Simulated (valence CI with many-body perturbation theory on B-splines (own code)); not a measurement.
La6+: electric-dipole lines

Method: configuration interaction combined with many-body perturbation theory (CI+MBPT): five valence electrons over a frozen Dirac-Fock core [Kr] 4d10, radial functions for each j: 7 s, 7 p, 7 d, 7 f, 4 g, 2 h, with the one-electron correlation potential Σ1, the two-electron term Σ2, the three-electron term Σ3, Breit, model QED; selected CI, second order for the rest, scaled by the run's own slope (own B-spline code, finite nucleus).

With an open or low-lying f shell, different configurations can be misplaced against each other by up to about 5,000 cm⁻¹. No measured levels were compared; by estimate levels hold to about 250 cm⁻¹ or 0.2 % of their energy and the worst to 1 %, as in measured heavy ions of charge 2 to 7; those with d or f electrons hold less well. Among the levels kept, up to 2200 cm⁻¹ of a level comes from second order outside the variational space, and about a tenth of that is noise between levels of different J, which matters for small intervals.

Lines 351 to 400 of 529 in falling wavelength, among levels below 326350 cm⁻¹, chosen from the strongest by gf and those to the six lowest levels. Wavelengths and rates use the calculated energies, so an error of 300 cm⁻¹ moves a line at 48.51 nm by 0.15 % and its rate by three times that or more. Electric multipoles are in the length gauge, E1 and E2 with the static RPA response of the core. Weak lines are less certain than strong ones. Lines between different terms over intervals too small for the method are left out, as are lines whose strength nearly cancels. Where a level lies close to another of its J and parity, the split of strength between their lines is uncertain. The highest levels of a list are the least certain.

Names give the largest LS component (configuration and term), which can be under half, so a name can repeat, a term be missing and a line seem to break the LS rules; names also repeat where a configuration has a term twice. Letters in brackets count levels of one name in rising energy.

| λ vac (nm) | Upper | Lower | A (s⁻¹) | log gf | Branch % |
| --- | --- | --- | --- | --- | --- |
| 48.51 | 5s²5p²5d ⁴F_5/2 | 5s²5p³ ⁴S°_3/2 | 1.92e+09 | -0.39 | 83.7 |
| 48.35 | 5s²5p²5d ⁴D_1/2 [b] | 5s²5p³ ²D°_3/2 | 1.28e+09 | -1.05 | 35.3 |
| 48.28 | 4f5s5p³ ⁴F_7/2 [d] | 4f5s²5p² ⁴G°_7/2 [a] | 8.32e+08 | -0.63 | 8.1 |
| 48.22 | 4f5s5p³ ⁴F_9/2 [d] | 4f5s²5p² ⁴G°_7/2 [a] | 2.03e+09 | -0.15 | 17.7 |
| 48.06 | 5s²5p²5d ⁴D_5/2 | 5s²5p³ ²D°_3/2 | 1.15e+09 | -0.62 | 19.7 |
| 48.01 | 5s²5p²6s ⁴P_5/2 | 4f5s²5p² ⁴G°_5/2 | 1.91e+08 | -1.40 | 1.2 |
| 47.88 | 4f5s5p³ ⁴F_3/2 [e] | 4f5s²5p² ⁴G°_5/2 | 2.96e+09 | -0.39 | 24.2 |
| 47.82 | 4f5s5p³ ²F_5/2 [c] | 4f5s²5p² ⁴G°_5/2 | 5.34e+08 | -0.96 | 4.0 |
| 47.81 | 4f5s5p³ ²D_5/2 [b] | 4f5s²5p² ⁴G°_7/2 [a] | 4.52e+08 | -1.03 | 10.4 |
| 47.45 | 4f5s5p³ ⁴F_7/2 [d] | 4f5s²5p² ⁴G°_5/2 | 5.85e+08 | -0.80 | 5.7 |
| 47.35 | 5s²5p²5d ²D_3/2 [a] | 5s²5p³ ²P°_1/2 | 3.80e+09 | -0.29 | 39.2 |
| 47.32 | 4f5s5p³ ⁶F_7/2 | 5s²5p³ ²D°_5/2 | 4.72e+08 | -0.90 | 77.7 |
| 47.31 | 5s²5p²5d ²P_3/2 [b] | 5s²5p³ ²D°_5/2 | 8.78e+09 | 0.07 | 36.0 |
| 47.23 | 4f5s5p³ ⁶F_3/2 | 5s²5p³ ²D°_5/2 | 1.82e+09 | -0.61 | 33.1 |
| 47.21 | 5s²5p²6s ²D_3/2 | 4f5s²5p² ⁴G°_5/2 | 1.44e+08 | -1.72 | 0.5 |
| 46.96 | 5s²5p²5d ²G_7/2 | 5s²5p³ ²D°_5/2 | 2.28e+09 | -0.22 | 90.1 |
| 46.72 | 4f5s5p³ ⁴D_5/2 [a] | 5s²5p³ ²P°_3/2 | 6.74e+07 | -1.88 | 0.6 |
| 46.62 | 5s²5p²5d ⁴P_5/2 | 5s²5p³ ²D°_5/2 | 3.59e+09 | -0.15 | 9.5 |
| 46.50 | 4f5s5p³ ⁴F_3/2 [b] | 5s²5p³ ²P°_3/2 | 8.34e+08 | -0.97 | 14.6 |
| 46.41 | 5s²5p²5d ²F_5/2 [a] | 5s²5p³ ⁴S°_3/2 | 4.53e+08 | -1.06 | 64.4 |
| 46.24 | 4f5s5p³ ²P_3/2 | 5s²5p³ ²P°_3/2 | 5.46e+09 | -0.15 | 47.8 |
| 46.11 | 5s²5p²5d ²P_1/2 [a] | 5s²5p³ ²P°_1/2 | 8.43e+09 | -0.27 | 25.0 |
| 46.08 | 5s²5p²5d ²D_5/2 [b] | 5s²5p³ ²P°_3/2 | 5.52e+08 | -0.98 | 13.6 |
| 46.06 | 5s²5p²5d ⁴P_3/2 | 5s²5p³ ²D°_5/2 | 3.55e+09 | -0.34 | 9.4 |
| 45.76 | 5s²5p²5d ²P_3/2 [b] | 5s²5p³ ²D°_3/2 | 8.91e+09 | 0.05 | 36.5 |
| 45.69 | 4f5s5p³ ⁶F_3/2 | 5s²5p³ ²D°_3/2 | 2.28e+09 | -0.54 | 41.3 |
| 45.45 | 5s²5p²5d ²F_7/2 [b] | 5s²5p³ ²D°_5/2 | 9.78e+08 | -0.62 | 79.9 |
| 45.24 | 5s²5p²5d ²S_1/2 | 5s²5p³ ²P°_3/2 | 9.84e+09 | -0.22 | 71.2 |
| 45.23 | 4f5s5p³ ⁴D_5/2 [b] | 5s²5p³ ²P°_3/2 | 1.25e+09 | -0.64 | 45.5 |
| 45.12 | 5s²5p²5d ⁴P_5/2 | 5s²5p³ ²D°_3/2 | 2.49e+09 | -0.34 | 6.6 |
| 45.02 | 5s²5p²5d ⁴D_3/2 | 5s²5p³ ⁴S°_3/2 | 1.97e+09 | -0.62 | 42.4 |
| 44.96 | 5s²5p²5d ²D_3/2 [b] | 5s²5p³ ²P°_1/2 | 3.82e+09 | -0.33 | 12.1 |
| 44.96 | 5s²5p²5d ²P_1/2 [b] | 5s²5p³ ²P°_1/2 | 1.96e+10 | 0.08 | 85.6 |
| 44.89 | 4f5s5p³ ⁴P_5/2 | 5s²5p³ ²P°_3/2 | 4.11e+08 | -1.13 | 5.7 |
| 44.83 | 4f5s5p³ ⁴D_3/2 [a] | 5s²5p³ ²P°_3/2 | 6.56e+08 | -1.10 | 17.4 |
| 44.76 | 4f5s5p³ ⁴D_1/2 [a] | 5s²5p³ ²P°_3/2 | 5.14e+09 | -0.51 | 79.4 |
| 44.68 | 5s²5p²5d ²P_3/2 [c] | 5s²5p³ ²P°_3/2 | 3.31e+09 | -0.40 | 20.6 |
| 44.59 | 5s²5p²5d ⁴P_3/2 | 5s²5p³ ²D°_3/2 | 1.74e+09 | -0.68 | 4.6 |
| 44.55 | 4f5s5p³ ⁴F_5/2 [b] | 5s²5p³ ²P°_3/2 | 8.33e+08 | -0.83 | 21.9 |
| 44.48 | 4f5s5p³ ⁴F_7/2 [a] | 5s²5p³ ²D°_5/2 | 1.16e+08 | -1.56 | 22.8 |
| 44.45 | 5s²5p²5d ²D_3/2 [a] | 5s²5p³ ²D°_5/2 | 1.35e+09 | -0.80 | 13.9 |
| 44.39 | 4f5s5p³ ²P_1/2 | 5s²5p³ ²P°_3/2 | 8.46e+09 | -0.30 | 73.6 |
| 44.32 | 5s²5p²5d ⁴P_1/2 | 5s²5p³ ²D°_3/2 | 3.84e+08 | -1.65 | 1.0 |
| 44.31 | 4f5s5p³ ⁴F_5/2 [a] | 5s²5p³ ²D°_5/2 | 1.47e+08 | -1.59 | 13.9 |
| 43.87 | 5s²5p²5d ⁴D_5/2 | 5s²5p³ ⁴S°_3/2 | 3.54e+09 | -0.21 | 60.7 |
| 43.62 | 4f5s5p³ ⁴F_3/2 [a] | 5s²5p³ ²D°_5/2 | 1.65e+08 | -1.73 | 15.0 |
| 43.53 | 5s²5p²5d ²D_5/2 [a] | 5s²5p³ ²D°_5/2 | 1.17e+10 | 0.30 | 29.6 |
| 43.39 | 5s²5p²5d ²D_3/2 [c] | 5s²5p³ ²P°_3/2 | 1.60e+10 | 0.26 | 67.8 |
| 43.36 | 4f5s5p³ ⁴P_1/2 | 5s²5p³ ²P°_3/2 | 7.66e+09 | -0.36 | 47.4 |
| 43.11 | 4f5s5p³ ⁴F_3/2 [b] | 5s²5p³ ²P°_1/2 | 2.15e+08 | -1.62 | 3.8 |

(1) How does gf follow from A for the line at 44.76 nm?

## Answers

(1) gf = 1.4992 × (2J+1)_upper × A / σ², with σ = 223398 cm⁻¹ and 2J+1 = 2: gf = 0.309.
